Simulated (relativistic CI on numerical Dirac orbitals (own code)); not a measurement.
## Sc3+ in a cubic cluster: 2p photoemission with charge transfer

Computed with a charge-transfer multiplet model of a cubic metal-ligand cluster with up to 2 ligand holes, Slater and spin-orbit integrals from Dirac-Coulomb-Breit ions, Slater integrals scaled by 0.8. The ground state mixes d0 with configurations of k ligand holes L, whose averages lie at kΔ + k(k − 1)U_dd/2; a core hole lowers each added d electron by U_cd. 300 K, Lorentzian 0.6 eV and Gaussian 0.8 eV FWHM.

Atomic integrals in eV (Slater integrals scaled, ζ unscaled), ground: F2dd 4.710, F4dd 2.885, zeta_d 0.005; with the core hole: F2dd 4.710, F4dd 2.885, zeta_d 0.020, zeta_core 3.003, F2cd 4.113, G1cd 2.955, G3cd 1.675. Where a configuration has fewer than two d electrons, the dd integrals are those of d2.

Cluster parameters (eV): Δ = 3.9, U_dd = 4.8, 10Dq = 1.45, 10Dq(ligand) = 1.1, V(eg) = 1.75, V(t2g) = -0.88, final-state hopping factor = 1.

```tsv
Case	n_d	d0	d1L	d2L2	S
U_cd = 5.4 eV	0.44	0.60	0.36	0.04	0.00
U_cd = 6 eV	0.44	0.60	0.36	0.04	0.00
U_cd = 6.6 eV	0.44	0.60	0.36	0.04	0.00
```

Weights, n_d and S are thermal averages at 300 K. Binding energies count from the first peak over 30 % of the highest in each spectrum, which can be another peak from case to case. The parameters are a model scan and need not match a compound or its usual spin state. Peaks in eV (height, largest 100):
- U_cd = 5.4 eV: 0.0 (100), 4.8 (42), 7.7 (23), 12.4 (10)
- U_cd = 6 eV: 0.0 (100), 4.7 (43), 7.9 (26), 12.7 (12)
- U_cd = 6.6 eV: 0.0 (100), 4.8 (43), 8.2 (29), 13.0 (15)

Curve for U_cd = 5.4 eV (points under 2 left out, the grid thinned):

E (eV), Intensity and a bar:
```
     -2.8        2.1 
     -2.4        2.9 
     -2.0        4.2 #
     -1.7        5.8 #
     -1.3       10.6 ###
     -0.9       24.4 #######
     -0.5       59.7 ###################
     -0.2       91.7 ##############################
      0.2       91.5 ##############################
      0.6       48.8 ################
      1.0       20.5 ######
      1.4       11.1 ###
      1.7        8.7 ##
      2.1        8.0 ##
      2.5        8.7 ##
      2.9       10.1 ###
      3.2       11.8 ###
      3.6       15.1 ####
      4.0       21.9 #######
      4.4       34.9 ###########
      4.7       41.8 #############
      5.1       36.1 ###########
      5.5       21.2 ######
      5.9       11.3 ###
      6.3        7.9 ##
      6.6        8.1 ##
      7.0       11.9 ###
      7.4       19.3 ######
      7.8       22.7 #######
      8.1       18.7 ######
      8.5       11.0 ###
      8.9        6.5 #
      9.3        4.2 #
      9.6        3.1 
     10.0        2.4 
     10.4        2.1 
     10.8        2.3 
     11.2        3.0 
     11.5        4.2 #
     11.9        7.0 ##
     12.3        9.8 ###
     12.7        8.9 ##
     13.0        6.3 #
     13.4        3.5 
     13.8        2.0
```

A d0 ion has no d-d gap: its lowest excitations are ligand-to-metal charge transfer. With the core hole the configuration with one ligand hole lies at Δ − U_cd = -1.5, -2.1, -2.7 eV from the one without, in the order of the table; where this is negative the screened configuration lies lower, though the effective hopping of about 4.0 eV (from the holes of the mixed ground state) mixes the two strongly wherever it is as large as the gap.
